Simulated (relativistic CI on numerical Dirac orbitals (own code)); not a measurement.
## How well does a small relativistic CI reproduce C?

Method of calculation: Dirac-Coulomb-Breit CI, separate exchange-only KLI orbitals for each configuration, model QED, valence Slater integrals scaled by 0.85, P86 correlation energy added to each configuration (own radial code, finite nucleus).

Configurations in the expansion (outside the closed core 1s2): 2s2.2p2, 2s.2p3, 2s2.2p.3s, 2s2.2p.3p, 2s2.2p.3d, 2s2.2p.4s, 2p4, 2s2.2p.4p, 2s2.2p.4d, 2s2.2p.5s, 2s2.2p.4f, 2s2.2p.5p, 2s2.2p.5d, 2s2.2p.5f, 2s2.2p.5g, 2s2.3s2, 2s2.3s.3p, 2s2.3s.3d. Levels of other configurations are missing.

```tsv
Configuration	Term (tabulated)	J	Measured (cm⁻¹)	Computed	Error	Purity (%)
2s2.2p2	3P	0	0.0	0	0	98
2s2.2p2	3P	1	16.4	15	-1	98
2s2.2p2	3P	2	43.4	39	-4	98
2s2.2p2	1D	2	10192.7	10588	395	98
2s2.2p2	1S	0	21648.0	18369	-3279	94
2s.2p3	5S°	2	33735.2	32093	-1643	100
2s2.2p.3s	3P°	0	60333.4	64058	3725	99
2s2.2p.3s	3P°	1	60352.6	64078	3725	99
2s2.2p.3s	3P°	2	60393.2	64120	3726	99
2s2.2p.3s	1P°	1	61981.8	65506	3524	100
2s.2p3	3D°	3	64086.9	68281	4194	96
2s.2p3	3D°	1	64089.9	68285	4195	96
2s.2p3	3D°	2	64091.0	68285	4194	96
2s2.2p.3p	1P	1	68856.3	72701	3844	99
2s2.2p.3p	3D	1	69689.5	73235	3546	99
2s2.2p.3p	3D	2	69710.7	73256	3546	100
2s2.2p.3p	3D	3	69744.0	73290	3546	100
2s2.2p.3p	3S	1	70743.9	74093	3349	100
2s2.2p.3p	3P	0	71352.5	74718	3365	100
2s2.2p.3p	3P	1	71364.9	74731	3366	100
2s2.2p.3p	3P	2	71385.4	74752	3367	100
2s2.2p.3p	1D	2	72610.7	75548	2938	99
2s2.2p.3p	1S	0	73975.9	76994	3018	94
2s.2p3	3P°	1	75254.0	78330	3076	76
2s.2p3	3P°	2	75255.3	78327	3072	75
2s.2p3	3P°	0	75256.1	78333	3077	76
2s2.2p.3d	1D°	2	77679.8	80954	3274	99
2s2.2p.4s	3P°	0	78105.0	81842	3737	80
2s2.2p.4s	3P°	1	78116.8	81856	3739	78
2s2.2p.4s	3P°	2	78148.1	81886	3738	76
2s2.2p.3d	3F°	2	78199.1	81390	3191	100
2s2.2p.3d	3F°	3	78215.5	81408	3193	99
2s2.2p.3d	3F°	4	78249.9	81439	3189	100
2s2.2p.3d	3D°	1	78293.5	81725	3431	84
2s2.2p.3d	3D°	2	78307.6	81741	3434	96
2s2.2p.3d	3D°	3	78318.2	81749	3431	90
2s2.2p.3d	1P°	1	78731.3	81800	3069	81
```

Measured levels from NIST Handbook of Basic Atomic Spectroscopic Data (Sansonetti and Martin, J. Phys. Chem. Ref. Data 34, 1559 (2005)); pairs were made by configuration, J and term (by order where the table uses no LS term), so strongly mixed levels may be paired wrongly.

Mean error by configuration (cm⁻¹): 2s2.2p2 -723; 2s.2p3 2881; 2s2.2p.3s 3675; 2s2.2p.3p 3388; 2s2.2p.3d 3276; 2s2.2p.4s 3738. Over the excited levels the mean absolute error is 3143 cm⁻¹ (36 of the 36 excited levels that our extract of the source holds in range could be paired), and the median relative error of those above 1,000 cm⁻¹ is 4.7 %.

Transition probabilities of persistent lines. The last column rescales the computed rate by the cube of measured over computed energy:

| λ measured (Å) | Lower | Upper | A tabulated (s⁻¹) | A computed | A rescaled |
| --- | --- | --- | --- | --- | --- |
| 1277.25 vacuum | 2s2.2p2 3P_0 | 2s2.2p.3d 3D°_1 | 1.27e+08 | 1.63e+08 | 1.43e+08 |
| 1277.28 vacuum | 2s2.2p2 3P_1 | 2s2.2p.3d 3D°_2 | 1.73e+08 | 2.46e+08 | 2.16e+08 |
| 1277.51 vacuum | 2s2.2p2 3P_1 | 2s2.2p.3d 3D°_1 | 9.12e+07 | 9.46e+07 | 8.31e+07 |
| 1277.55 vacuum | 2s2.2p2 3P_2 | 2s2.2p.3d 3D°_3 | 2.31e+08 | 2.76e+08 | 2.43e+08 |
| 1280.33 vacuum | 2s2.2p2 3P_2 | 2s2.2p.4s 3P°_2 | 5.77e+07 | 2.09e+08 | 1.82e+08 |
| 1560.68 vacuum | 2s2.2p2 3P_1 | 2s.2p3 3D°_2 | 9.08e+07 | 2.30e+08 | 1.90e+08 |
| 1560.71 vacuum | 2s2.2p2 3P_1 | 2s.2p3 3D°_1 | 5.05e+07 | 1.27e+08 | 1.05e+08 |
| 1561.44 vacuum | 2s2.2p2 3P_2 | 2s.2p3 3D°_3 | 1.21e+08 | 3.05e+08 | 2.52e+08 |
| 1656.27 vacuum | 2s2.2p2 3P_1 | 2s2.2p.3s 3P°_2 | 8.58e+07 | 8.09e+07 | 6.76e+07 |
| 1656.93 vacuum | 2s2.2p2 3P_0 | 2s2.2p.3s 3P°_1 | 1.13e+08 | 1.08e+08 | 9.00e+07 |
| 1657.01 vacuum | 2s2.2p2 3P_2 | 2s2.2p.3s 3P°_2 | 2.52e+08 | 2.42e+08 | 2.02e+08 |
| 1657.38 vacuum | 2s2.2p2 3P_1 | 2s2.2p.3s 3P°_1 | 8.64e+07 | 8.05e+07 | 6.72e+07 |
| 1657.91 vacuum | 2s2.2p2 3P_1 | 2s2.2p.3s 3P°_0 | 3.43e+08 | 3.22e+08 | 2.69e+08 |
| 1658.12 vacuum | 2s2.2p2 3P_2 | 2s2.2p.3s 3P°_1 | 1.44e+08 | 1.34e+08 | 1.12e+08 |
| 1751.83 vacuum | 2s2.2p2 1S_0 | 2s2.2p.3d 1P°_1 | 9.07e+07 | 1.05e+08 | 7.62e+07 |
| 1930.91 vacuum | 2s2.2p2 1D_2 | 2s2.2p.3s 1P°_1 | 3.51e+08 | 3.83e+08 | 3.21e+08 |
| 2478.56 air | 2s2.2p2 1S_0 | 2s2.2p.3s 1P°_1 | 3.40e+07 | 6.48e+07 | 4.06e+07 |
| 9405.73 air | 2s2.2p.3s 1P°_1 | 2s2.2p.3p 1D_2 | 2.91e+07 | 2.81e+07 | 3.33e+07 |
| 11753.32 air | 2s2.2p.3p 3D_3 | 2s2.2p.3d 3F°_4 | 2.63e+07 | 2.69e+07 | 3.06e+07 |
| 11754.76 air | 2s2.2p.3p 3D_2 | 2s2.2p.3d 3F°_3 | 2.40e+07 | 2.43e+07 | 2.76e+07 |
